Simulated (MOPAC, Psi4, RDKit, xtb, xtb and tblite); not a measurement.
Two geometries of SMILES F[SiH2]CCC, relaxed at GFN2-xTB with one dihedral held; other torsions can differ between them too.

Structure A

```
14

C      1.4556    -0.8126    -0.0671
C      0.8962     0.5311    -0.5205
C     -0.3189     0.9483     0.3059
Si    -1.0558     2.6137    -0.2155
F     -2.3081     2.9070     0.7600
H      0.7032    -1.5922    -0.1679
H      1.7608    -0.7658     0.9764
H      2.3205    -1.0914    -0.6652
H      1.6744     1.2928    -0.4346
H      0.6162     0.4678    -1.5744
H     -0.0304     0.9870     1.3598
H     -1.0807     0.1678     0.2294
H     -1.6311     2.5870    -1.5533
H     -0.1484     3.7313     0.0062
```

Structure B

```
14

C     -1.4538    -0.8142    -0.0668
C     -0.9174     0.5412    -0.5130
C      0.3036     0.9783     0.3097
Si     1.6641     1.8109    -0.7120
F      2.8659     2.1815     0.2998
H     -0.6985    -1.5848    -0.2052
H     -1.7308    -0.7894     0.9856
H     -2.3333    -1.0888    -0.6455
H     -1.7035     1.2934    -0.4316
H     -0.6522     0.4702    -1.5711
H     -0.0169     1.6214     1.1311
H      0.7391     0.0932     0.7828
H      2.2633     0.8990    -1.6770
H      1.2610     3.0853    -1.2901
```

**Question.** Which is lower in energy at the level PBE0-D3(BJ)/def2-TZVP // GFN2-xTB (Psi4), and by how much?

**Answer.** A is lower, by 1.78 kcal/mol (dihedral C1–C2–C3–Si4: 180° in A, 140° in B).

E(B) − E(A) in kcal/mol at the other levels, on the same two geometries: GFN2-xTB (xtb and tblite) 1.92; MMFF94 // GFN2-xTB (RDKit) 2.76; PBE0/def2-TZVP // GFN2-xTB (Psi4) 1.79; PBE/def2-TZVP // GFN2-xTB (Psi4) 1.69; PBE-D3(BJ)/def2-TZVP // GFN2-xTB (Psi4) 1.68; UFF // GFN2-xTB (RDKit) 3.21; PM6, restricted, heats of formation // GFN2-xTB (MOPAC) 0.53; AM1, restricted, heats of formation // GFN2-xTB (MOPAC) 0.70; GFN1-xTB // GFN2-xTB (xtb) 1.20.

MMFF94 has few fitted parameters for silicon.
